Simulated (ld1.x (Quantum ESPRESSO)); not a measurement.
# O: ultrasoft pseudisation with PBE, scalar-relativistic reference atom.

The input file (ld1.x (Quantum ESPRESSO) 7.5):

```
&input
   title='O', zed=8., rel=1, dft='PBE', iswitch=3,
   config='[He] 2s1.75 2p4.25',
   nld=2, rlderiv=1.95, eminld=-4.0, emaxld=5.0, deld=0.02
 /
 &inputp
   pseudotype=3, tm=.true., lloc=-1, rcloc=0.85,
   nlcc=.false.,
   which_augfun='PSQ', rmatch_augfun=0.70,
   file_pseudopw='O.UPF', file_wfcaegen='ae.wfc', file_wfcncgen='nc.wfc', file_beta='beta', file_chi='chi', file_wfcusgen='us.wfc'
 /
4
2S  1  0   1.75   0.00  0.80  1.00  0.0
2S  1  0   0.00  -0.75  0.80  1.00  0.0
2P  2  1   4.25   0.00  1.30  1.80  0.0
2P  2  1   0.00   0.65  1.30  1.80  0.0
 &test
   configts(1)='2s1.75 2p4.25'
 /
```

Command:

```bash
ld1.x < O.in > O.out
```

Output (shortened: banner, matrices, multipoles, cross overlaps and the repeated all-electron block are left out):

```
Program LD1 v.7.5
     --------------------------- All-electron run ----------------------------

     O
     scalar relativistic calculation

     atomic number is  8.00
     dft =PBE   lsd =0 sic =0 latt =0  beta=0.20 tr2=1.0E-14
     Exchange-correlation= PBE
                           (   1   4   3   4   0   0   0)
     mesh =1095 r(mesh) =  99.04343 a.u. xmin = -7.00 dx = 0.01250
     1 Ry =  13.60569312 eV, c = 137.03599908

     n l     nl                  e(Ry)          e(Ha)          e(eV)
     1 0     1S 1( 2.00)       -37.8431       -18.9215      -514.8814
     2 0     2S 1( 1.75)        -1.7698        -0.8849       -24.0794
     2 1     2P 1( 4.25)        -0.6717        -0.3358        -9.1388

     final scf error:  1.2E-15 reached in  24 iterations

     Etot =    -149.729709 Ry,     -74.864855 Ha,   -2037.176473 eV

     Ekin =     149.516822 Ry,      74.758411 Ha,    2034.279999 eV
     Encl =    -355.514920 Ry,    -177.757460 Ha,   -4837.026902 eV
     Eh   =      72.782900 Ry,      36.391450 Ha,     990.261800 eV
     Exc  =     -16.514511 Ry,      -8.257256 Ha,    -224.691369 eV

     normalization and overlap integrals

     s(1S/1S) =  1.000000  <r> =   0.1995  <r2> =    0.0538  r(max) =   0.1298
     s(2S/2S) =  1.000000  <r> =   1.1389  <r2> =    1.5788  r(max) =   0.8677
     s(2P/2P) =  1.000000  <r> =   1.2636  <r2> =    2.1285  r(max) =   0.8151

     ------------------------ End of All-electron run ------------------------

     --------------------- Generating US pseudopotential ---------------------

      Generating local potential from pseudized AE potential:
      Matching radius rcloc =   0.8500

      Local pseudo, rcloc= 0.857 Estimated cut-off energy=    32.95 Ry
      Wfc-us  2S rcutus= 0.996  Estimated cut-off energy=    46.13 Ry
      Wfc-us  2S rcutus= 0.996  Estimated cut-off energy=    48.34 Ry
      Wfc-us  2P rcutus= 1.814  Estimated cut-off energy=    24.30 Ry
      Wfc-us  2P rcutus= 1.814  Estimated cut-off energy=    44.60 Ry

     Q pseudized with Bessel functions
     Expected ecutrho=     561.1158 due to l1=  1   l2=  1

     ------------------- End of pseudopotential generation -------------------

     Computing logarithmic derivative in   1.94318
     Computing logarithmic derivative in   1.94318
     Computing the partial wave expansion
     R is outside the sphere for l=    0 j= 0.00
     R is outside the sphere for l=    0 j= 0.00
     R is outside the sphere for l=    1 j= 0.00
     R is outside the sphere for l=    1 j= 0.00

     ---------------------- Testing the pseudopotential ----------------------

     O
     scalar relativistic calculation

     atomic number is  8.00   valence charge is  6.00
     dft =PBE   lsd =0 sic =0 latt =0  beta=0.20 tr2=1.0E-14
     mesh =1095 r(mesh) =  99.04343 xmin = -7.00 dx = 0.01250

     n l     nl             e AE (Ry)        e PS (Ry)    De AE-PS (Ry)
     1 0     2S   1( 1.75)       -1.76980       -1.76982        0.00002
     2 1     2P   1( 4.25)       -0.67169       -0.67169        0.00000

     eps = 1.4E-17  iter =  4

     Etot =    -149.729709 Ry,     -74.864855 Ha,   -2037.176473 eV
     Etotps =   -31.320751 Ry,     -15.660375 Ha,    -426.140523 eV

     Ekin =      10.790519 Ry,       5.395259 Ha,     146.812487 eV
     Encl =     -74.848421 Ry,     -37.424211 Ha,   -1018.364647 eV
     Ehrt =      27.281592 Ry,      13.640796 Ha,     371.184968 eV
     Ecxc =      -6.471429 Ry,      -3.235714 Ha,     -88.048271 eV
     Epseu=      11.926988 Ry,       5.963494 Ha,     162.274940 eV

     ---------------------- End of pseudopotential test ----------------------
```

Generation and configuration tests took about 0.9 s on one core of a shared server CPU.
